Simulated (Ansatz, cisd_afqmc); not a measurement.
System: GaAsH4, charge 0, singlet. GaAsH4 (SMILES [AsH2][GaH2]).
B3LYP-D3(BJ)/def2-TZVP minimum from Ansatz (a quantum-chemistry and plane-wave program):
```
Ga
H 1 1.5722
H 1 1.5722 2 120.88
As 1 2.4333 2 119.45 3 174.65
H 4 1.5236 1 93.01 2 45.71
H 4 1.5236 5 93.68 1 -93.21
```
Charge 0, spin multiplicity 1.

Total energies in cc-pVDZ, 12 correlated electrons, 28 frozen orbitals. Radicals and triplets start from unrestricted determinants; spin-orbit coupling is neglected. Cores are frozen in correlated methods (noble-gas shells, and filled d and f shells in the p block). No relativity. AFQMC is phaseless with a CISD trial state; ± is one standard error, without the phaseless bias. Outlying blocks are dropped, and bars are widened where a walk drifts. Over all cases where full CI ran beside it in this data, AFQMC minus full CI had a median of +0.1 mEh and passed +0.4 mEh in a tenth of the cases.

```
method         program          energy (Eh)  minus CCSDTQ (mEh)
----------  ----------  -------------------  ------------------
HF              Ansatz          -4159.70455              227.43
MP2             Ansatz          -4159.88582               46.16
CCSD            Ansatz          -4159.92517                6.81
CCSD(T)         Ansatz          -4159.93070                1.28
CCSDT(Q)        Ansatz          -4159.93195                0.03
CCSDTQ          Ansatz          -4159.93198                0.00
AFQMC/CISD  cisd_afqmc  -4159.9319 ± 0.0003           0.1 ± 0.3
```

Rough core times of Ansatz's runs on a shared machine: CCSD(T) under 20 s, CCSDT(Q) 30 s, CCSDTQ 20 min.
